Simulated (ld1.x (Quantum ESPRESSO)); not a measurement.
**An all-electron radial function and its pseudo partner (tungsten (W))**

Columns: radius, all-electron u(r) and pseudo u(r) of the 5d shell (level -4.48 eV) of tungsten in the configuration [Kr] 4d10 4f14 5s2 5p6 5d4 6s2 6p0; PBE, scalar-relativistic, TM scheme, ld1.x (Quantum ESPRESSO) 7.5.

| r (bohr) | all-electron | pseudo |
| --- | --- | --- |
| 0.138 | 0.1967 | 0.0033 |
| 0.275 | -0.1891 | 0.0248 |
| 0.413 | -0.3201 | 0.0780 |
| 0.550 | -0.1518 | 0.1654 |
| 0.688 | 0.1041 | 0.2812 |
| 0.825 | 0.3351 | 0.4085 |
| 0.963 | 0.5114 | 0.5305 |
| 1.100 | 0.6294 | 0.6299 |
| 1.238 | 0.7000 | 0.6990 |
| 1.375 | 0.7338 | 0.7357 |
| 1.513 | 0.7414 | 0.7450 |
| 1.650 | 0.7310 | 0.7343 |
| 1.788 | 0.7088 | 0.7107 |
| 1.925 | 0.6795 | 0.6802 |
| 2.062 | 0.6461 | 0.6462 |
| 2.200 | 0.6104 | 0.6104 |
| 2.338 | 0.5741 | 0.5741 |
| 2.475 | 0.5383 | 0.5383 |
| 2.613 | 0.5032 | 0.5032 |
| 2.750 | 0.4695 | 0.4695 |
| 2.888 | 0.4371 | 0.4371 |
| 3.025 | 0.4066 | 0.4066 |
| 3.162 | 0.3777 | 0.3777 |
| 3.300 | 0.3502 | 0.3502 |
| 3.438 | 0.3244 | 0.3244 |
| 3.575 | 0.3004 | 0.3004 |

(1) How many radial nodes do the two functions have?

(2) At about which radius was the pseudo-wave matched?

(3) Is the pseudo-wave norm-conserving?

Answers

(1) The all-electron 5d function has n − l − 1 = 2; the pseudo-wave has 0, since the states of the same l below it are removed with the core.

(2) 2.35 bohr. The columns agree to 0.0005 from 2.06 bohr on; several derivatives are matched, so the curves merge somewhat inside the radius.

(3) Yes: the TM scheme keeps the norm inside the radius equal to the all-electron one, which fixes the energy derivative of the logarithmic derivative at the level.
